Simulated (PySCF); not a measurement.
# [Ce(O2)]+ at several levels of theory

Computed with PySCF 2.14.0 (density fitting, no spin-orbit coupling) at the geometry relaxed with PBE0:

```xyz
3
[Ce(O2)]+ (singlet in the valence; each metal's 4f electrons, 1 of them, lie in its core potential, out of spins and levels)
Ce    0.0000    0.0000   -0.2381
O     0.7308    0.0000    1.6833
O    -0.7308    0.0000    1.6833
```

```csv
level,basis,state,HOMO (eV),gap (eV),charge on Ce1 (e),population of f-type functions on Ce1 (polarisation alone where 4f lies in the core),dipole about the centre of mass (D),largest force component (eV/Å)
PBE0,"Ce lcecp-1-SVP with ECP47, O def2-SVP",singlet,-11.88,4.62,1.50,0.09,8.33,0.00
BP86,the same,singlet,-10.66,2.78,1.38,0.08,7.47,1.06
TPSS,the same,singlet,-10.54,2.81,1.43,0.08,7.73,1.11
CAM-B3LYP,the same,singlet,-13.17,6.62,1.50,0.09,8.66,0.21
PBE0,"Ce lcecp-1-TZVP with ECP47, O def2-TZVP",singlet,-11.73,4.59,1.64,0.10,8.31,0.79
PBE0,"Ce def2-SVP with ECP28, O def2-SVP",doublet,-11.81,4.58,1.44,1.33,8.14,2.71
```

In the lcecp rows the 4f levels are missing from HOMO and gap, and the state counts the valence alone.

HOMO and gap are taken over both spins. Charges are Mulliken's, which hang on the basis. The relaxation used the grid (50, 194), these runs (75, 302) or, all-electron (x2c bases, spin-free X2C Hamiltonian), (99, 590).

Problem. What does HF with Ce lcecp-1-SVP with ECP47, O def2-SVP give here?

Solution. state singlet, HOMO (eV) -15.41, gap (eV) 10.24, charge on Ce1 (e) 1.82, population of f-type functions on Ce1 (polarisation alone where 4f lies in the core) 0.09, dipole about the centre of mass (D) 10.50, largest force component (eV/Å) 0.38. Time: 1.1 s on 2 threads of Arm Neoverse V1, with other jobs on the host, from an already converged density.

In the first row's basis the gap widens with exact exchange: 2.8 eV for BP86, TPSS (none); 4.6 eV for PBE0 (a fixed share); 6.6 to 10.2 eV for CAM-B3LYP, Hartree–Fock (rising or full at long range).

An lcecp potential fixes the number of 4f electrons, so in runs with it no electron can move into or out of that shell.

Rows with open f shells in the valence may stand above their lowest state, and their gaps can end on f levels.
